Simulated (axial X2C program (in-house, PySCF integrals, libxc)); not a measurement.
## Spin–orbit effects down a group: molecules with N (ions), HF

Computed with an axial X2C code built on PySCF integrals, spin-free (one-electron X2C) or two-component (2c: spin–orbit coupling with atomic mean-field Coulomb and Gaunt terms, which also bring small scalar terms), in Dyall basis sets with cores contracted in-house; open shells are unrestricted.

Basis sets: N dyall-av3z, O dyall-av3z, S dyall-av3z, Se dyall-acv3z.

```tsv
molecule	spin-free state	Re (Å)	ωe (cm⁻¹)	De (eV)	2c state	Re 2c (Å)	ωe 2c (cm⁻¹)	De 2c (eV)
NO⁻	M_S = 1, Λ = 0	1.240	1561.6	2.52	Ω = 1	1.240	1561.4	2.52
SN⁻	M_S = 1, Λ = 0	1.613	883.5	1.40	Ω = 1	1.613	883.2	1.37
SeN⁻	M_S = 1, Λ = 0	1.785	681.0	0.78	Ω = 1	1.786	679.2	0.69
```

(1) Work out the shifts from the spin-free to the two-component result.

Fragments in 2c: O- + N, S- + N, Se- + N. Each entry is the lowest single determinant of a limited PBE0 search at one distance. De goes to single-determinant-based atoms at the same level (for ions the charge split of lowest energy) and is withheld (n/a) where an atom does not fit its ground term or J level. Main or longest-lived isotopes. One determinant is a doubtful description, or other states lie close, for NO⁻, SN⁻, SeN⁻; these need not be ground states, and all values refer to the states named. Some open-shell Ω = 0 determinants are out of reach, so the Ω given for NO⁻, SN⁻, SeN⁻ need not be the lowest component. With several unpaired electrons the Ω given is that of one determinant, not necessarily of the lowest component.

## Answers

(1) 

```
molecule  2c state  ΔRe (Å)  Δωe (cm⁻¹)  ΔDe (eV)
     NO⁻     Ω = 1    0.000        -0.2      0.00
     SN⁻     Ω = 1    0.000        -0.3     -0.03
    SeN⁻     Ω = 1    0.001        -1.8     -0.09
```

Shifts of one unit in the last digit are rounding.
